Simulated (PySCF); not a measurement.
A side-by-side comparison of computed properties.

First species: Bis(dimethylamino)methane, C5H14N2.
Cartesian coordinates in Å at the GFN2-xTB level; atoms count from 1:
```xyz
21
C5H14N2 angstrom
C      1.694   -0.655    0.854
N      1.106    0.449    0.124
C      2.087    1.128   -0.693
C     -0.036    0.015   -0.653
N     -1.088   -0.455    0.223
C     -2.153   -1.100   -0.512
C     -1.591    0.615    1.060
H      0.907   -1.148    1.420
H      2.168   -1.393    0.188
H      2.445   -0.267    1.541
H      2.511    0.481   -1.478
H      1.626    1.994   -1.168
H      2.898    1.475   -0.055
H      0.228   -0.814   -1.338
H     -0.370    0.873   -1.268
H     -2.658   -0.421   -1.218
H     -2.891   -1.476    0.195
H     -1.748   -1.943   -1.071
H     -0.747    1.085    1.559
H     -2.264    0.195    1.806
H     -2.133    1.380    0.482
```

Second species: C5H9O2P.
Structure used (GFN2-xTB), in Å, numbered top down from 1:
```
atom  x, y, z in Å
C1    -2.5097    2.0507    0.3606
C2    -2.0639    0.9450    0.2248
P3    -1.5074   -0.7229   -0.0608
O4    -2.3314   -1.4822   -1.0069
O5    -1.5330   -1.3843    1.4101
C6     0.2721   -0.5740   -0.4387
C7     1.0394    0.1340    0.6681
C8     2.5258    0.2220    0.3450
H9    -2.8824    3.0250    0.4962
H10   -2.2405   -2.0319    1.4233
H11    0.3619   -0.0389   -1.3867
H12    0.6422   -1.5914   -0.5920
H13    0.6299    1.1381    0.8009
H14    0.8962   -0.4084    1.6042
H15    2.6840    0.7748   -0.5788
H16    3.0598    0.7288    1.1449
H17    2.9501   -0.7726    0.2254
```

Levels: PBE0/def2-SVPD for dipole moment, HOMO energy, LUMO energy, HOMO–LUMO gap, static isotropic polarisability and electronic spatial extent ⟨r²⟩ about the centre of nuclear charge; TDDFT PBE0/def2-SVPD for lowest singlet excitation; TDA PBE0/def2-SVPD for lowest triplet excitation (Tamm–Dancoff); GFN2-xTB for rotational constant A and rotational constant C. Geometries: GFN2-xTB. Each species is one conformer at its optimised geometry, gas phase, non-relativistic unless stated. Electronic properties by PySCF.

Dipoles, sizes and rotational constants follow the conformer. The torsions of the flexible species, by atom-mapped SMILES:
- `[CH3:1][N:2]([CH3:3])[CH2:4][N:5]([CH3:6])[CH3:7]`: C1–N2–C4–N5 64°, N2–C4–N5–C6 -170°
- `[CH:1]#[C:2][P@:3](=[O:4])([OH:5])[CH2:6][CH2:7][CH3:8]`: C2–P3–C6–C7 56°, P3–C6–C7–C8 179°, H–O5–P3–C2 111°

Values for the first species:

| Quantity | Value |
| --- | --- |
| Dipole moment | 0.64 D |
| HOMO energy | -6.18 eV |
| LUMO energy | 0.76 eV |
| HOMO–LUMO gap | 6.94 eV |
| Lowest singlet excitation | 5.88 eV |
| Lowest triplet excitation (Tamm–Dancoff) | 5.70 eV |
| Static isotropic polarisability | 82.9 au |
| Electronic spatial extent ⟨r²⟩ about the centre of nuclear charge | 969 bohr² |
| Rotational constant A | 4.645 GHz |
| Rotational constant C | 1.508 GHz |

Question: Estimate the same properties for the second species, and the change in each.

Answer: 
```json
{"property": "dipole moment", "first": "0.64 D", "second": "3.25 D", "second less first": "+2.61 D"}
{"property": "HOMO energy", "first": "-6.18 eV", "second": "-8.21 eV", "second less first": "-2.03 eV"}
{"property": "LUMO energy", "first": "0.76 eV", "second": "-0.43 eV", "second less first": "-1.19 eV"}
{"property": "HOMO–LUMO gap", "first": "6.94 eV", "second": "7.78 eV", "second less first": "+0.84 eV"}
{"property": "lowest singlet excitation", "first": "5.88 eV", "second": "6.12 eV", "second less first": "+0.24 eV"}
{"property": "lowest triplet excitation (Tamm–Dancoff)", "first": "5.70 eV", "second": "4.99 eV", "second less first": "-0.71 eV"}
{"property": "static isotropic polarisability", "first": "82.9 au", "second": "86.7 au", "second less first": "+3.8 au"}
{"property": "electronic spatial extent ⟨r²⟩ about the centre of nuclear charge", "first": "969 bohr²", "second": "1311 bohr²", "second less first": "+342 bohr²"}
{"property": "rotational constant A", "first": "4.645 GHz", "second": "2.290 GHz", "second less first": "-2.355 GHz"}
{"property": "rotational constant C", "first": "1.508 GHz", "second": "0.969 GHz", "second less first": "-0.539 GHz"}
```

On the first: In wavenumbers S1 is 47400 cm⁻¹ (1 eV = 8065.54 cm⁻¹). The polarisability is 12.28 Å³ as a volume (1 au = 0.148185 Å³), or 1.43 au for each of the 58 electrons.

On the second: The vertical singlet–triplet gap S1 − T1 is 1.13 eV (TDDFT singlet less Tamm–Dancoff triplet; S1: HOMO−1→LUMO, weight 0.33, beside HOMO→LUMO, weight 0.21; T1: HOMO−2→LUMO, weight 0.23, beside HOMO−1→LUMO+1, weight 0.16). In wavenumbers S1 is 49400 cm⁻¹ (1 eV = 8065.54 cm⁻¹).
